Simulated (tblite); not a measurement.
C5H2Cl2FO2 (doublet state).
SMILES with atom numbers: `[O:1]=[C:2]1[O:3][C:4]([CH2:5][Cl:6])=[C:7]([Cl:8])[C:9]1[F:10]` (hydrogens: H11, H12 on C5)
Bond orders are those of one Lewis drawing.

Computed with GFN2-xTB (tblite), gas phase: L-BFGS steps from a force-field or distance-geometry start until the largest atomic force falls under 0.01 eV/Å.

Step 45: E = -915.4058 eV
```
atom  x, y, z in Å  |  force x, y, z in eV/Å
O1     -2.3247   -2.0216   -0.1801    0.011   0.021   0.034
C2     -1.5628   -1.0992   -0.0840    0.010  -0.008   0.005
O3     -0.1882   -1.2808    0.1034    0.020  -0.037  -0.008
C4      0.4214   -0.0889    0.1477   -0.004  -0.025  -0.032
C5      1.8879   -0.0115    0.2338   -0.020   0.001   0.020
Cl6     2.5863   -0.7797   -1.2426    0.024   0.022  -0.052
C7     -0.5071    0.9468    0.0093   -0.025   0.002   0.010
Cl8    -0.1401    2.6092    0.0423    0.002   0.033  -0.024
C9     -1.7481    0.3400   -0.1238   -0.042   0.020  -0.002
F10    -2.9216    0.9348   -0.2642    0.020  -0.003  -0.008
H11     2.2827   -0.5762    1.0780   -0.012  -0.010   0.019
H12     2.2154    1.0265    0.2542    0.016  -0.015   0.038
```

Step 46: E = -915.4064 eV
```
atom  x, y, z in Å  |  force x, y, z in eV/Å
O1     -2.3229   -2.0238   -0.1783    0.001   0.034   0.038
C2     -1.5630   -1.0998   -0.0809    0.024   0.003  -0.002
O3     -0.1888   -1.2805    0.1105    0.024  -0.042  -0.003
C4      0.4210   -0.0887    0.1530   -0.005  -0.025  -0.038
C5      1.8865   -0.0125    0.2364    0.014  -0.009  -0.011
Cl6     2.5811   -0.7695   -1.2494    0.016   0.019  -0.047
C7     -0.5060    0.9472    0.0096   -0.044  -0.002   0.009
Cl8    -0.1427    2.6107    0.0379    0.009   0.023  -0.023
C9     -1.7467    0.3398   -0.1247   -0.051   0.014  -0.006
F10    -2.9178    0.9370   -0.2727    0.003  -0.007  -0.005
H11     2.2845   -0.5848    1.0734   -0.007  -0.010   0.033
H12     2.2161    1.0242    0.2593    0.016   0.001   0.057
```

Step 47: E = -915.4070 eV
```
atom  x, y, z in Å  |  force x, y, z in eV/Å
O1     -2.3210   -2.0257   -0.1752   -0.018   0.039   0.040
C2     -1.5632   -1.1004   -0.0770    0.035   0.016  -0.008
O3     -0.1894   -1.2806    0.1173    0.022  -0.030  -0.004
C4      0.4206   -0.0888    0.1565   -0.003  -0.014  -0.035
C5      1.8852   -0.0141    0.2386    0.047  -0.017  -0.040
Cl6     2.5794   -0.7573   -1.2568    0.002   0.019  -0.034
C7     -0.5056    0.9476    0.0102   -0.046  -0.006  -0.001
Cl8    -0.1465    2.6129    0.0312    0.017  -0.002  -0.020
C9     -1.7461    0.3398   -0.1245   -0.039  -0.001  -0.011
F10    -2.9139    0.9400   -0.2809   -0.028  -0.009  -0.001
H11     2.2844   -0.5953    1.0682   -0.002  -0.009   0.041
H12     2.2173    1.0211    0.2665    0.014   0.014   0.072
```

Step 48: E = -915.4078 eV
```
atom  x, y, z in Å  |  force x, y, z in eV/Å
O1     -2.3197   -2.0270   -0.1706   -0.039   0.034   0.039
C2     -1.5632   -1.1007   -0.0730    0.036   0.026  -0.011
O3     -0.1897   -1.2810    0.1225    0.015  -0.004  -0.010
C4      0.4202   -0.0891    0.1576    0.005   0.005  -0.025
C5      1.8846   -0.0161    0.2395    0.063  -0.019  -0.050
Cl6     2.5812   -0.7448   -1.2640   -0.014   0.021  -0.016
C7     -0.5060    0.9479    0.0109   -0.029  -0.010  -0.016
Cl8    -0.1509    2.6154    0.0234    0.022  -0.035  -0.014
C9     -1.7462    0.3399   -0.1235   -0.008  -0.016  -0.015
F10    -2.9106    0.9431   -0.2879   -0.062  -0.014   0.004
H11     2.2826   -0.6062    1.0637    0.001  -0.005   0.034
H12     2.2189    1.0179    0.2754    0.011   0.017   0.080
```

**Question.** Estimate the geometry and energy of step 49. (The exact step hangs on the optimiser's Hessian estimate; all steps are aligned on step 48, rigid shifts and turns removed.)

**Answer.** E = -915.4086 eV, largest force 0.101 eV/Å
```
atom  x, y, z in Å  |  force x, y, z in eV/Å
O1     -2.3194   -2.0274   -0.1643   -0.054   0.022   0.037
C2     -1.5630   -1.1009   -0.0694    0.024   0.029  -0.010
O3     -0.1898   -1.2816    0.1254    0.007   0.027  -0.018
C4      0.4201   -0.0893    0.1560    0.015   0.024  -0.013
C5      1.8850   -0.0187    0.2394    0.057  -0.009  -0.037
Cl6     2.5857   -0.7321   -1.2703   -0.027   0.022   0.001
C7     -0.5069    0.9481    0.0107    0.005  -0.014  -0.033
Cl8    -0.1551    2.6176    0.0147    0.026  -0.067  -0.008
C9     -1.7470    0.3399   -0.1226    0.035  -0.029  -0.016
F10    -2.9083    0.9458   -0.2920   -0.099  -0.017   0.007
H11     2.2789   -0.6166    1.0605    0.003  -0.001   0.012
H12     2.2209    1.0146    0.2860    0.007   0.013   0.079
```

The energy changes by -0.0008 eV. The first-order estimate −F·Δx gives -0.0011 eV and the mean of the old and new forces, exact on a quadratic surface, -0.0008 eV. The step makes an angle of 76° with the force vector and moves no atom by more than 0.015 Å.

What follows is the cost of the whole relaxation. On one thread, Arm Neoverse N1 (aarch64), on a shared host, this took 1.1 s.
